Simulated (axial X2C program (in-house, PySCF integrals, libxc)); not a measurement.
The numbers below are computed, except where a source is named.
## SbCl⁻: input and output

Program: an in-house relativistic program for diatomic molecules.

The run was started with this input:
```json
{"zs": [51, 17], "q": -1, "bas": ["dyall-acv3z", "dyall-av3z"], "levels": ["PBE0", "HF", "M06"], "cc": true, "r0": 2.39, "thr": -1.0, "nmax": 90, "npts": 10, "nst": 2, "ntry": 6}
```
```bash
python so2c.py task.json out
```

Keys: zs atomic numbers; q charge; bas basis sets; levels methods; cc coupled cluster on or off; r0 starting distance in Å; thr threshold in hartree for freezing inner shells (an s shell follows its p shell); nmax most natural virtual spinors; npts points on the curve; nst determinants followed; ntry starts of the search. HF also brings MP2.

Output of the HF step, scalar-relativistic, at R = 2.500 Å for the state M_S = 1/2, Λ = 1. It starts from PBE0 orbitals of this distance.

```
spin-free X2C-1e  HF
basis functions 202  fitting functions 1020  grid points 5082
iter        total energy     max residual
   1      -6938.997728475     3.32e-01
   2      -6939.022941816     5.10e-03
   3      -6939.023801630     1.67e-03
   4      -6939.023944003     1.02e-03
   5      -6939.023990708     4.04e-04
   6      -6939.024010530     1.81e-04
   7      -6939.024019289     1.21e-04
   8      -6939.024022610     6.58e-05
   9      -6939.024023686     3.57e-05
  10      -6939.024023851     1.53e-05
  11      -6939.024023870     6.74e-06
  12      -6939.024023876     3.06e-06
  13      -6939.024023877     1.26e-06
converged
one-electron -9918.13272850  Coulomb 2992.86572687  exact exchange -197.27567900  xc functional 0.00000000  nuclear repulsion 183.51865675
correlated 13  virtual 287  natural virtual 90  E(MP2) -0.301746289  MP2 remainder -0.014903649
iter   CCSD correlation   residual
   1     -0.307992164   1.21e-01
   2     -0.316326510   4.24e-02
   3     -0.317166019   1.51e-02
   4     -0.317180313   6.42e-03
   5     -0.317223472   2.14e-03
   6     -0.317222433   7.48e-04
   7     -0.317223150   2.18e-04
   8     -0.317224652   8.24e-05
   9     -0.317223900   3.18e-05
  10     -0.317223920   1.25e-05
  11     -0.317223824   4.09e-06
  12     -0.317223841   1.65e-06
(T) -0.013811095  T1 0.0163  D1 0.0294  max T2 0.070
```
Energies are in hartree; totals compare only within one Hamiltonian and basis. T1 in the output is the amplitude norm over the root of the electron number; divide by √2 for the Lee–Taylor value.
